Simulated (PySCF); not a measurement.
## Gallium: a sound run and one with changed settings

Sound run: Ga [Ar] 3d10 4s2 4p1, Ga+ [Ar] 3d10 4s2. Computed with PySCF 2.14 in def2-SVP (5s4p3d, 32 functions), with no relativity, point nucleus. The sound run starts from symmetry-adapted Hartree-Fock orbitals and uses a fine grid where one is needed.

Changed run: radial step 1.2 in ln r (0.13 in the sound run). This setting is unsound on purpose.

```csv
species,method,sound run (hartree),changed run (hartree),converged
Ga,UHF,-1922.97414,-1922.97414,yes
Ga,BP86,-1924.82254,-1913.99941,yes
Ga,B3LYP,-1924.61350,-1916.00651,yes
Ga+,UHF,-1922.77019,-1922.77019,yes
Ga+,BP86,-1924.59756,-1913.70184,yes
Ga+,B3LYP,-1924.39200,-1915.73323,yes
```

Ionisation energy of Ga:

```csv
method,sound run (eV),changed run (eV)
UHF,5.550,5.550
BP86,6.122,8.097
B3LYP,6.027,7.436
```

A coarse radial grid mis-integrates the density and the exchange-correlation energy, with errors of either sign; Hartree-Fock needs no grid.

For comparison, NIST gives 5.999 eV between the lowest levels.
